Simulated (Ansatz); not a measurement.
Consider the ligand exchange at the Si–C bond: `O[SiH2][CH2][SnH3]` + `O[SiH]1C=C1` → `O[SiH2]O[SiH]1C=C1` + `[CH3][SnH3]`.

Calculated with Ansatz (gas phase, PBE0-D4/def2-TZVP geometries, no zero-point term in ΔE). CCSD(T)/CBS is the MP2 limit (def2-TZVPP, def2-QZVPP) plus CCSD(T) − MP2 in def2-TZVPP, frozen cores. DFT in def2-TZVPP. B3LYP here is the variant with VWN-RPA as its local correlation; programs differ in this. Elements past krypton have def2 core potentials. For Sn outer-core shells are correlated without core-valence functions, which leaves a few kJ/mol of doubt a bond. Each species was taken in one conformer, which may not be the lowest.

`O[SiH2][CH2][SnH3]`:

Z-matrix (Å, degrees):
```
Si
C 1 1.859
O 1 1.650 2 111.7
H 1 1.484 2 112.0 3 117.1
H 1 1.492 2 108.1 3 -122.3
Sn 2 2.148 1 112.8 3 59.1
H 2 1.094 1 110.4 3 179.1
H 2 1.093 1 110.5 3 -61.5
H 3 0.959 1 117.2 2 -63.3
H 6 1.716 2 109.0 1 -27.1
H 6 1.706 2 110.8 1 -146.5
H 6 1.706 2 110.1 1 91.6
```

`O[SiH]1C=C1`:

```xyz
8

O     1.411   -0.781   -1.177
Si    0.486    0.369   -0.463
C    -0.294    0.217    1.141
C    -1.184    0.126    0.134
H     1.233   -1.693   -0.937
H     0.990    1.635   -1.021
H    -0.385    0.158    2.221
H    -2.257   -0.032    0.101
```

`O[SiH2]O[SiH]1C=C1`:

Z-matrix (Å, degrees):
```
Si
O 1 1.632
O 1 1.638 2 112.0
H 1 1.479 2 110.3 3 116.6
H 1 1.482 2 106.2 3 -121.3
Si 2 1.630 1 145.8 3 -77.8
H 3 0.958 1 118.2 2 -69.6
C 6 1.785 2 122.0 1 -174.4
C 6 1.787 2 122.6 1 132.7
H 6 1.476 2 108.3 1 -21.3
H 8 1.084 6 158.2 2 71.0
H 9 1.084 6 158.4 2 -72.3
```

`[CH3][SnH3]`:

Z-matrix (Å, degrees):
```
C
Sn 1 2.140
H 1 1.090 2 110.0
H 1 1.090 2 110.0 3 -120.0
H 1 1.090 2 110.0 3 120.0
H 2 1.709 1 110.1 3 -59.7
H 2 1.709 1 110.1 3 -179.7
H 2 1.709 1 110.1 3 60.3
```

| level | ΔE (kcal/mol) |
| --- | --- |
| B3LYP-D4 | -28.0 |
| B2PLYP | -28.5 |
| SCS-MP2/def2-TZVPP | -28.0 |
| SCS-MP2/def2-QZVPP | -28.0 |

What does CCSD(T)/CBS give? (Best estimate.)

The calculation gave: -26.5 kcal/mol. The listed levels differ from it by -1.5, -2.0, -1.5, -1.5 kcal/mol.

Largest T1 diagnostic among the species: 0.012.

From PBE to PBE0 (25 % exact exchange), in def2-TZVPP and without D4, ΔE moves by −1.1 kcal/mol. In def2-TZVPP, CCSD(T) changes the Hartree–Fock value by +5.8 kcal/mol (the triples alone add +0.9 kcal/mol) and MP2 by +6.0 kcal/mol. The D4 term adds +1.0 kcal/mol with B3LYP and +0.5 kcal/mol with PBE0; it sums over pairs of atoms, weighted by their polarisabilities, and B3LYP, whose exchange is more repulsive, gets the larger term.
